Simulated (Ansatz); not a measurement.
Z-matrix (Å, degrees):
```
Ga
C 1 2.294
Se 1 2.504 2 97.1
C 1 2.574 2 31.8 3 32.1
H 1 1.562 2 105.9 3 112.4
H 1 1.559 2 99.8 3 -111.4
H 2 1.082 1 96.1 3 85.5
H 2 1.085 1 104.6 3 -152.6
Si 3 2.296 1 96.9 2 105.0
B 3 2.138 1 86.2 2 4.9
F 4 1.333 1 107.2 2 110.3
H 9 1.479 3 110.6 1 -44.5
H 9 1.483 3 107.1 1 76.0
H 9 1.482 3 107.0 1 -165.5
H 10 1.203 3 102.6 1 -96.5
H 10 1.200 3 108.1 1 139.9
```

The species carries charge 0 and has multiplicity 1. The bonds changed during the relaxation, so this is another structure than the one it started from.

Task: List the ωB97M-V/def2-TZVPP orbital energies in eV (Ansatz). (Best estimate.)

Result: The calculation gave: Occupied: -12368.47, -10153.85, -1807.75, -1588.75, -1423.50, -1423.48, -1423.47, -1257.35, -1111.50, -1111.48, -1111.42, -678.66, -284.75, -282.19, -218.18, -187.09, -161.06, -161.00, -160.97, -154.69, -148.80, -107.10, -107.04, -106.90, -102.95, -102.89, -102.88, -60.96, -60.94, -60.92, -60.87, -60.86, -37.84, -26.32, -26.19, -26.11, -26.09, -26.03, -25.20, -22.79, -20.39, -18.42, -17.75, -17.00, -16.85, -15.55, -15.03, -14.52, -12.84, -12.78, -12.36, -12.15, -11.58, -11.21, -10.56, -10.06, -9.89. Lowest empty: 0.16, 1.28, 1.59, 1.77, 2.46, 2.58, 2.76, 3.01.
